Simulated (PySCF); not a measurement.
Isomers of C3H5N. Gas-phase values, no solvent. One relaxed conformer stands for each flexible species; it need not be the lowest. Strings in code marks are SMILES.

Calculation: PBE0-D4/def2-TZVP (PySCF 2.14.0). All candidates: neutral, multiplicity 1. Delta-SCF ions had no search for a lower state. Excitations are Tamm–Dancoff values on a coarser integration grid. The basis has no diffuse functions, so Rydberg states are missing or too high.

The vertical ionisation energy (Delta-SCF) is 8.75 eV, the S1 excitation (TDA) comes out as 4.99 eV and the HOMO–LUMO gap is 6.47 eV.

Question: Identify which member has these values.
A. `N=C1CC1`
B. `NC1C=C1`
C. `CC=C=N`
D. `C=CN=C` (C–C–N–C torsion 180°)

Answer: B, `NC1C=C1`. The others give `CC=C=N`: 8.77 eV, 4.56 eV, 6.48 eV; `C=CN=C` (C–C–N–C torsion 180°): 9.52 eV, 4.53 eV, 6.11 eV; `N=C1CC1`: 9.44 eV, 4.92 eV, 6.80 eV
